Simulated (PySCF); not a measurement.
## Worked example: dipole moment from atomic charges

FGeH₅OSi, SMILES [O]([SiH2]F)[GeH3]. Atoms are numbered in the order given.

```xyz
9

Si     1.7295     0.3965    -0.3062
F      1.8468     1.0645     1.1697
O      0.1513     0.2504    -0.7153
Ge    -1.3057    -0.4839     0.0127
H      2.3929    -0.9330    -0.2161
H      2.3883     1.3037    -1.2772
H     -1.9579     0.5663     0.9233
H     -2.2113    -0.8589    -1.1669
H     -0.8725    -1.7268     0.8117
```

Geometry: PBE0-D3(BJ)/def2-SVP. The structure was generated by enumeration, and PubChem lists no compound with its InChIKey, so it may never have been made. One conformer was computed; it need not be the lowest.

Charges (e) from CAM-B3LYP/def2-TZVP in PySCF:

```
atom  Mulliken     IAO
----  --------  ------
Si1      0.628   1.304
F2      -0.338  -0.550
O3      -0.472  -0.864
Ge4      0.311   0.755
H5      -0.070  -0.184
H6      -0.060  -0.165
H7       0.002  -0.097
H8       0.001  -0.093
H9      -0.002  -0.106
```

The dipole moment of the full density is 1.75 D.

Problem. What dipole moment does each set of point charges give, and which comes closer to that of the density?

Solution. 
μ = Σ q r, and 1 e Å = 4.8032 D.
Mulliken: Σ q r = (-0.331, -0.389, -0.155) e Å, |μ| = 2.56 D.
IAO: Σ q r = (-0.223, -0.486, -0.232) e Å, |μ| = 2.80 D.
Mulliken comes closer in size. Point charges leave out the atoms' own dipoles (lone pairs, polarised bonds); fits to the potential absorb them, partitions of the density don't.
